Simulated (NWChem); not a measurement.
System: SiH4O3; SMILES O[SiH](O)O

```xyz
8

Si     0.0245    -0.0364     0.3448
O     -1.5159     0.3326    -0.1801
O      0.4255    -1.5567    -0.2056
O      0.9725     1.2064    -0.2639
H      0.1672    -0.1441     1.8270
H     -1.6318     1.2735    -0.3999
H      0.1816    -1.7188    -1.1347
H      1.8827     1.2408     0.0773
```
Atoms are numbered in this order, from 1.

Geometry: optimised at PBE-D3(BJ)/def2-SVP.

**Question.** List the 4 lowest vertical singlet excitations from Hartree-Fock/def2-SVP, CIS (NWChem).

**Answer.** 
```csv
state,energy (eV),oscillator strength,leading excitation (squared amplitude)
S1,10.03,0.011,HOMO−1 → LUMO (0.48)
S2,10.26,0.057,HOMO−2 → LUMO+1 (0.21)
S3,10.33,0.038,HOMO−1 → LUMO+2 (0.25)
S4,11.00,0.039,HOMO → LUMO (0.22)
```
